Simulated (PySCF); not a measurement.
Input file for PySCF: D3(BJ) and D4 dispersion corrections on AsBFH3O (SMILES OB(F)[AsH2]), a point of a torsion scan.

```python
from pyscf import gto
from pyscf.dispersion import dftd3, dftd4

mol = gto.M(
    atom='''
    O    -1.41743958    0.22560580   -0.52688236
    B    -0.62970383   -0.48187346    0.28047399
    F    -1.28576775   -1.30800421    1.09758472
    As    1.42277808   -0.45089771    0.39380893
    H    -1.01499427    0.83659064   -1.14301262
    H     1.42345056    1.01379492    0.75527643
    H     1.55781650   -0.02849249   -1.05352602
    ''',
    basis='def2-svp',
    charge=0, spin=0, verbose=0, max_memory=1800)
d3, d4 = {}, {}
for xc in ['hf', 'pbe', 'blyp', 'revpbe', 'tpss', 'r2scan', 'b3lyp', 'pbe0', 'bhlyp', 'camb3lyp', 'b2plyp']:
    d3[xc] = float(dftd3.DFTD3Dispersion(mol, xc=xc, version='d3bj', atm=False).get_dispersion()['energy'])
    print(f'D3(BJ) {xc:10s} {d3[xc]:14.8f} Eh')
for xc in ['hf', 'pbe', 'blyp', 'revpbe', 'tpss', 'r2scan', 'b3lyp', 'pbe0', 'bhlyp', 'camb3lyp', 'b2plyp']:
    d4[xc] = float(dftd4.DFTD4Dispersion(mol, xc={'camb3lyp': 'cam-b3lyp'}.get(xc, xc), atm=True).get_dispersion()['energy'])
    print(f'D4     {xc:10s} {d4[xc]:14.8f} Eh')
```

Program output:

```
D3(BJ) hf            -0.03737122 Eh
D3(BJ) pbe           -0.00444452 Eh
D3(BJ) blyp          -0.00989257 Eh
D3(BJ) revpbe        -0.01114690 Eh
D3(BJ) tpss          -0.00569756 Eh
D3(BJ) r2scan        -0.00118045 Eh
D3(BJ) b3lyp         -0.00813493 Eh
D3(BJ) pbe0          -0.00390922 Eh
D3(BJ) bhlyp         -0.00662740 Eh
D3(BJ) camb3lyp      -0.00364911 Eh
D3(BJ) b2plyp        -0.00390925 Eh
D4     hf            -0.01668700 Eh
D4     pbe           -0.00460238 Eh
D4     blyp          -0.01029513 Eh
D4     revpbe        -0.01422935 Eh
D4     tpss          -0.00623257 Eh
D4     r2scan        -0.00105386 Eh
D4     b3lyp         -0.00751009 Eh
D4     pbe0          -0.00385291 Eh
D4     bhlyp         -0.00578032 Eh
D4     camb3lyp      -0.00390441 Eh
D4     b2plyp        -0.00319165 Eh
```

The run finished.

Cost: very roughly 0.05 core-seconds.
